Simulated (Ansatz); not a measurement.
Sn31H36, a nanocrystal cut from cubic tin, relaxed as a singlet with RKS r2SCAN-D4/def2-SVP in Ansatz, starting from a model built from a lattice or polyhedron. Force threshold 0.03 eV/Å.

In the def2 sets Sn takes a core potential; there is no spin–orbit coupling. Single mean-field runs in def2-SVP are fitted with def2-universal-jkfit.

Start:

```xyz
67

Sn    4.151    1.311    3.401
Sn    1.158   -1.735    5.080
Sn    5.035    1.454   -1.093
Sn    2.903   -1.445   -3.952
Sn   -0.967   -4.651    2.219
Sn   -0.107   -4.503   -2.299
Sn    2.041   -1.598    0.561
Sn   -0.330    1.821    2.559
Sn    0.602    1.941   -1.941
Sn   -2.449   -1.094   -0.293
Sn    2.683    4.848    0.850
Sn   -3.348   -1.226    4.183
Sn   -4.774    2.306    1.683
Sn   -1.563   -0.965   -4.816
Sn   -3.913    2.447   -2.820
Sn    4.434   -0.242    1.062
Sn    1.415   -3.274    2.722
Sn    2.084    3.159    3.070
Sn   -0.912    0.136    4.693
Sn    2.319   -3.143   -1.792
Sn    5.305   -0.106   -3.439
Sn    2.967    3.302   -1.434
Sn    0.815    0.385   -4.291
Sn   -0.719   -6.186   -0.116
Sn   -3.053   -2.777    1.884
Sn   -2.182   -2.658   -2.650
Sn   -0.038    0.276    0.208
Sn   -2.378    3.649    2.183
Sn   -1.537    3.803   -2.308
Sn   -4.531    0.773   -0.640
Sn   -3.663    0.909   -5.156
H     5.621    2.106    3.721
H     3.794    0.253    4.726
H     0.796   -2.758    6.374
H     2.624   -0.888    5.377
H     6.514    2.259   -0.806
H     3.058   -2.404   -5.402
H    -1.340   -5.660    3.536
H     0.065   -5.453   -3.721
H     4.170    5.694    1.184
H     1.419    5.955    0.642
H    -3.730   -2.282    5.543
H    -4.593   -0.114    4.012
H    -5.158    1.282    3.021
H    -6.070    3.443    1.487
H    -1.399   -1.912   -6.225
H    -5.184    3.572   -3.033
H     5.695   -1.374    1.255
H     2.702   -4.423    2.922
H     1.911    4.094    4.479
H    -1.087    1.050    6.125
H     3.590   -4.255   -1.562
H     6.585   -1.265   -3.215
H     5.666    0.936   -4.759
H     3.332    4.351   -2.765
H     1.167    1.445   -5.612
H     0.576   -7.325    0.094
H    -2.174   -7.014   -0.437
H    -4.520   -3.624    1.583
H    -3.645   -3.452   -2.926
H    -2.034    4.685    0.868
H    -2.598    4.599    3.600
H    -1.684    4.730   -0.864
H    -1.146    4.860   -3.635
H    -5.972   -0.068   -0.991
H    -3.284    1.940   -6.445
H    -5.113    0.102   -5.474
```

Problem. Estimate the energy that the relaxation releases and the steps that it takes.

Solution. 0.48 eV, in 10 steps; 86 s on 11 threads of AMD EPYC 7R13 on a shared host and a whole NVIDIA H100 80GB HBM3. The force fell under the threshold at step 7, but the optimiser went on and released 0.002 eV more. No frequencies were taken in this run, so the end may be a saddle point.

Problem. Does the start keep its bonding?

Solution. By distances, no bond broke or formed. The bond that changes most is Sn9–Sn29, from 2.86 to 2.81 Å (atoms count from 1).

Problem. Predict the relaxed structure.

Solution. 
Cartesian coordinates in Å:
```
Sn 4.286 1.454 3.333
Sn 1.087 -1.915 5.133
Sn 5.043 1.437 -1.126
Sn 2.938 -1.472 -3.938
Sn -0.990 -4.675 2.167
Sn -0.108 -4.510 -2.270
Sn 2.031 -1.589 0.584
Sn -0.305 1.773 2.615
Sn 0.564 1.945 -1.961
Sn -2.478 -1.081 -0.282
Sn 2.597 4.862 0.881
Sn -3.264 -1.361 4.304
Sn -4.819 2.536 1.558
Sn -1.591 -0.966 -4.815
Sn -3.920 2.436 -2.903
Sn 4.434 -0.202 1.073
Sn 1.404 -3.311 2.723
Sn 2.092 3.178 3.066
Sn -0.880 0.044 4.760
Sn 2.287 -3.128 -1.765
Sn 5.329 -0.089 -3.460
Sn 2.968 3.306 -1.424
Sn 0.830 0.352 -4.270
Sn -0.719 -6.231 -0.145
Sn -3.048 -2.779 1.893
Sn -2.163 -2.625 -2.621
Sn -0.059 0.278 0.232
Sn -2.404 3.635 2.450
Sn -1.496 3.781 -2.496
Sn -4.497 0.849 -0.660
Sn -3.676 0.865 -5.208
H 5.729 2.394 3.414
H 4.191 0.540 4.786
H 0.548 -3.012 6.348
H 2.573 -1.240 5.674
H 6.517 2.281 -0.796
H 3.083 -2.441 -5.363
H -1.365 -5.687 3.519
H 0.070 -5.407 -3.738
H 3.991 5.828 1.187
H 1.273 5.936 0.632
H -3.502 -2.489 5.585
H -4.627 -0.311 4.286
H -5.552 1.675 2.853
H -5.895 3.811 1.122
H -1.388 -1.954 -6.220
H -5.192 3.589 -3.107
H 5.701 -1.360 1.282
H 2.684 -4.465 2.877
H 1.920 4.128 4.500
H -1.042 0.997 6.194
H 3.558 -4.276 -1.517
H 6.636 -1.197 -3.279
H 5.703 0.930 -4.798
H 3.320 4.337 -2.767
H 1.202 1.412 -5.587
H 0.531 -7.396 0.067
H -2.177 -7.091 -0.466
H -4.532 -3.605 1.567
H -3.651 -3.462 -2.909
H -1.942 4.917 1.400
H -2.639 4.326 4.012
H -1.638 4.934 -1.226
H -1.072 4.649 -3.923
H -5.993 0.028 -0.942
H -3.351 1.860 -6.577
H -5.146 0.024 -5.521
```
Bond lengths (bridged metal pairs left out): 44 × Sn–Sn 2.80 to 2.82 Å; 36 × H–Sn 1.72 to 1.73 Å.
